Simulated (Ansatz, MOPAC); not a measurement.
Dimer: HCl (SMILES Cl) (first 2 atoms) with SiH4 (SMILES [SiH4]); geometry from B3LYP-D3(BJ)/def2-TZVP, rigid monomers moved along the line of their centres of mass till Cl1···Si3 is 3.39 Å.
(charge 0, multiplicity 1):
```xyz
7

Cl    -0.06854    -0.33803    -0.32481
H     -0.67544    -1.32229     0.22906
Si     0.00902     0.10444     3.03703
H      0.82492     1.21397     2.50016
H     -1.37198     0.19551     2.51205
H     -0.02618     0.18206     4.51580
H      0.59864    -1.19247     2.63367
```

Interaction energies are E(AB) − E(A) − E(B) at the monomers' geometry in the complex; basis-set methods are counterpoise corrected.

Frozen-core correlation. CBS: X⁻³ extrapolation of the correlation energy, Hartree–Fock from the larger set. The state reached by AM1 isn't checked.

Run with Ansatz (a quantum-chemistry and plane-wave program); MOPAC for AM1 (differences of heats of formation). 

Task: What is the computed interaction energy (AM1)?

Result: 63 meV

Task: Give the interaction energy at the level CCSD(T)/CBS(aug-cc-pV(D+d)Z, aug-cc-pV(T+d)Z).

Result: -12 meV

Task: What is the computed interaction energy (PBE0/def2-TZVPPD)?

Result: 28 meV
